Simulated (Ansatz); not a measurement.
One change: `[SH][Zn][Cl]` becomes `[OH][Zn][SH]`.

Ansatz, PBE0-D4/def2-TZVP geometries, multiplicity 1. Each molecule was computed in one conformer, which needn't be the lowest.

Outer-core shells of Zn are correlated without core-valence functions. Scalar relativity is left out up to krypton.

| property | `[SH][Zn][Cl]` |
| --- | --- |
| HOMO energy (ωB97M-V/def2-TZVPP) / eV | -9.92 |
| vertical ionisation energy (CCSD(T)/def2-TZVPP) / eV | 10.02 |
| size of the dipole moment (PBE/def2-TZVPP) / D | 1.21 |
| HOMO–LUMO gap (PBE/def2-TZVPP) / eV | 4.36 |
| ideal-gas entropy at 298 K and 1 bar (rigid rotor, harmonic PBE0-D4/def2-TZVP) / J/(mol·K) | 306 |
| HOMO energy (PBE0/def2-TZVPP) / eV | -7.74 |

Question: Give the same properties after the change, and the shifts. (Estimate.)

Answer: Ansatz gave: 
```json
{"property": "HOMO energy (ωB97M-V/def2-TZVPP) / eV", "`[OH][Zn][SH]`": "-9.70", "shift": "0.22"}
{"property": "vertical ionisation energy (CCSD(T)/def2-TZVPP) / eV", "`[OH][Zn][SH]`": "9.85", "shift": "-0.17"}
{"property": "size of the dipole moment (PBE/def2-TZVPP) / D", "`[OH][Zn][SH]`": "1.43", "shift": "0.22"}
{"property": "HOMO–LUMO gap (PBE/def2-TZVPP) / eV", "`[OH][Zn][SH]`": "4.42", "shift": "0.06"}
{"property": "ideal-gas entropy at 298 K and 1 bar (rigid rotor, harmonic PBE0-D4/def2-TZVP) / J/(mol·K)", "`[OH][Zn][SH]`": "307", "shift": "1"}
{"property": "HOMO energy (PBE0/def2-TZVPP) / eV", "`[OH][Zn][SH]`": "-7.51", "shift": "0.23"}
```

With PBE0 the HOMO rises by 0.23 eV and the LUMO rises by 0.28 eV, so the gap widens by about 0.05 eV. PBE moves the HOMO by 0.24 eV and ωB97M-V by 0.22 eV. The zero-point energy changes by 30.8 kJ/mol with +3 modes. Dipoles are sizes alone; their direction can turn.
